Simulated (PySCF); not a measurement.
Species: TeCl2Me2, C₂H₆Cl₂Te.
Bonds: Te1–Cl2, Te1–Cl3, Te1–C4, Te1–C8. Hydrogens: H5, H6, H7 on C4; H9, H10, H11 on C8.

Level of theory: PySCF, PBE0-D3(BJ)/def2-SVP geometry optimisation, gas phase, def2 core potentials past Kr.

Q: What internal coordinates does the optimisation give?

A: 
| bond | length (Å) |
| --- | --- |
| Te1–Cl2, Te1–Cl3 | 2.503 |
| Te1–C4, Te1–C8 | 2.131 |
| C4–H5 and 5 like bonds | 1.096 |

Bonds in one row agree within 0.01 Å and their mean is given. A selection of angles:
| angle | degrees |
| --- | --- |
| Cl2–Te1–Cl3 | 172.6 |
| Cl2–Te1–C4 | 88.0 |
| C4–Te1–C8 | 96.7 |
| Te1–C4–H5 | 107.4 |
| H5–C4–H6 | 111.0 |
| H5–C4–H7 | 110.4 |
| H6–C4–H7 | 113.8 |

Te1 (tellurium bonded to 2 C and 2 Cl) is seesaw-shaped (angles from 87.2° to 172.6°).

Point group: near C2v, missed by 0.21 Å at most; the miss may be what the optimiser left on a soft mode (C2 holds within 0.08 Å). No PBE0-D3(BJ)/def2-SVP frequencies stand behind this structure, so it isn't proved a minimum.
